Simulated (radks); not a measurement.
Spin polarisation of the 5p3 shell in Xe3+. Start: [Kr] 4d10 5s2 5p(up 1.5, down 1.5); electrons of 5p are moved from spin down to spin up, other shells keep equal spins. All-electron calculation, scalar-relativistic Kohn-Sham, r2SCAN, spin-polarised, spherical densities, finite nucleus; meta-GGA in the generalised Kohn-Sham scheme; Fermi nuclear charge, rms radius of each element as measured or else 0.836 A^(1/3) + 0.57 fm. Program: a radial shooting solver on a logarithmic mesh with Libxc functionals.

moment (Bohr magnetons)  E - E(0) (eV)  e(5p up) (eV)  e(5p down) (eV)  5s down minus up (eV)
0                                0.000        -37.157          -37.157                  0.000
0.75                            -0.178        -37.601          -36.652                  0.947
1.5                             -0.715        -37.993          -36.069                  1.911
2.25                            -1.627        -38.338          -35.383                  2.901
3                               -2.952        -38.638          -34.452                  3.912

At moment 3 the spin-polarisation energy is -2.952 eV and the 5p exchange splitting 4.186 eV, that is 1.395 eV per Bohr magneton; E = -I m^2/4 would give I = 1.312 eV.
